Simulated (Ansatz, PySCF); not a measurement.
This singlet lies 2.76 eV below the relaxed triplet at the level frozen-core CCSD(T)/cc-pVTZ // PBE0-D3(BJ)/def2-TZVP (Ansatz, a program for electronic structure).

Cartesian coordinates (Å):
```xyz
5

O      1.3148    -0.2076    -0.2203
Si    -0.0209    -1.1763    -0.2924
O     -1.3213    -0.1611    -0.2157
H      1.2794     0.7502    -0.1483
H     -1.2520     0.7948    -0.1440
```
Charge 0, multiplicity 1.

### Question
What is the computed HOMO–LUMO gap, dipole moment, total energy, LUMO and HOMO (PBE0-D3(BJ)/def2-TZVP (PySCF))?

### Answer

```
Quantity              Value
-------------  ------------
HOMO–LUMO gap       6.22 eV
dipole moment     0.614 e·Å
total energy   -441.0026 Ha
LUMO               -1.01 eV
HOMO               -7.23 eV
```
